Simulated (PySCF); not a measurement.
C5H4F2, SMILES C1(F)(C=CC=C1)F.

Geometry optimised at PBE0-D3(BJ)/def2-SVP. Other conformers were not sampled.

Level of theory: PBE/def2-TZVP run with PySCF.

Symmetry labels are those of the subgroup C2v that the program uses (full group C2v).

Computed valence orbital energies around the gap with their symmetry:
| orbital | symmetry | energy (eV) |
|---|---|---|
| HOMO−7 | B2 | -10.31 |
| HOMO−6 | A2 | -9.98 |
| HOMO−5 | A1 | -9.89 |
| HOMO−4 | B1 | -9.53 |
| HOMO−3 | A1 | -9.13 |
| HOMO−2 | B1 | -8.53 |
| HOMO−1 | B2 | -7.77 |
| HOMO | A2 | -5.94 |
| LUMO | B1 | -2.81 |
| LUMO+1 | A2 | 0.37 |
| LUMO+2 | A1 | 0.81 |
| LUMO+3 | B2 | 1.71 |
